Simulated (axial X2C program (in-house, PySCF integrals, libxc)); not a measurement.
Potential curves of GaN⁻, with spin–orbit coupling

Calculated with an axial X2C code built on PySCF integrals. Two-component (2c) means X2C with spin–orbit coupling and atomic mean-field two-electron Coulomb and Gaunt terms. Basis: Ga dyall-acv3z [10s10p8d5f1g], N dyall-av3z [7s7p3d2f] (cores contracted in-house); Gaussian nuclei, density fitting, unrestricted open shells. Masses: Ga 68.926 u, N 14.003 u.

State: Ω = 1/2 (⟨Sz⟩ = 0.50, ⟨Lz⟩ = 0.00 at PBE0). Energies in eV from the lowest point of each curve. Fits are polynomials in 1 − R0/R over 0.85 to 1.23 times the lowest point R0.

```
 R (Å)    PBE0
1.5173  0.9602
1.5870  0.3912
1.6394  0.1506
1.6917  0.0299
1.7440  0.0000
1.8050  0.0498
1.8661  0.1642
1.9446  0.3702
2.0405  0.6645
2.1800  1.0987
```

The state is one determinant whose occupation by symmetry is held fixed; it was picked as the lowest of a PBE0 search that is not exhaustive. Density functionals use the spin component along the axis (collinear). PBE0 can misorder states that lie within some tenths of an eV, so this need not be the ground state of the molecule. The nearest other 2c determinant of the search, Ω = 3/2, lies 0.05 eV up at the distance of the search. The highest occupied level of some functionals is positive through self-interaction error; at Hartree–Fock it is bound. The determinant is spin-polarised beyond a pure state at some levels (its spin-free form has ⟨S²⟩ too high), which makes Re and μ there less reliable.

Task: Fit the PBE0 curve near its minimum: give the equilibrium distance and the harmonic wavenumber.

Result: At PBE0, 2c: Re = 1.738 Å, ωe ≈ 773 cm⁻¹; Be follows as 0.479 cm⁻¹.
